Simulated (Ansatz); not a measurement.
The pair A = SiH4 (SMILES [SiH4]) (first 5 atoms), B = SiH4 (SMILES [SiH4]); geometry from B3LYP-D3(BJ)/def2-TZVP.
(charge 0, multiplicity 1):
```xyz
10

Si    -0.1623    -0.0385    -0.1010
H      0.1462     0.3049    -1.5079
H     -0.4820    -1.4797    -0.0011
H     -1.3183     0.7603     0.3621
H      1.0137     0.2642     0.7458
Si     0.1623     0.0404     3.9010
H      1.5663    -0.4012     3.7488
H     -0.7106    -0.7906     3.0412
H      0.0405     1.4587     3.4978
H     -0.2549    -0.1113     5.3136
```

Cores are frozen in the correlated methods. MP2 and its Hartree–Fock in aug-cc-pV(T+d)Z are density fitted.

Run with Ansatz (a first-principles code). 

The counterpoise-corrected interaction energy is E(AB) − E(A in the pair's basis) − E(B in the pair's basis). Total energies (hartree):

| level | AB | A in the pair's basis | B in the pair's basis |
|---|---|---|---|
| HF/aug-cc-pV(D+d)Z | -582.4996249 | -291.2505501 | -291.2505501 |
| MP2/aug-cc-pV(D+d)Z | -582.7457251 | -291.3723999 | -291.3724000 |
| HF/aug-cc-pV(T+d)Z | -582.5263540 | -291.2638951 | -291.2638945 |
| MP2/aug-cc-pV(T+d)Z | -582.8204778 | -291.4095771 | -291.4095765 |
| CCSD(T)/aug-cc-pV(D+d)Z | -582.8154677 | -291.4072140 | -291.4072146 |

Task: Work out the counterpoise-corrected interaction energy at the basis-set limit: extrapolate the MP2 correlation part as X⁻³, take Hartree–Fock from the larger set, and add the CCSD(T) − MP2 difference of aug-cc-pV(D+d)Z.

Result: 
1. Differences (1 hartree = 627.509 kcal/mol): HF/aug-cc-pV(D+d)Z 0.926; MP2/aug-cc-pV(D+d)Z -0.581; HF/aug-cc-pV(T+d)Z 0.901; MP2/aug-cc-pV(T+d)Z -0.831; CCSD(T)/aug-cc-pV(D+d)Z -0.652.
2. Correlation parts, MP2 less HF: -1.506 in aug-cc-pV(D+d)Z (X = 2), -1.732 in aug-cc-pV(T+d)Z (X = 3).
3. Limit (3³·(-1.732) − 2³·(-1.506))/(3³ − 2³) = -1.827; with HF/aug-cc-pV(T+d)Z it gives -0.926.
4. CCSD(T) less MP2 in aug-cc-pV(D+d)Z: -0.071.
Result: -1.00 kcal/mol, against -0.58 at MP2/aug-cc-pV(D+d)Z. It is an estimate of this method's limit, not of the exact value.
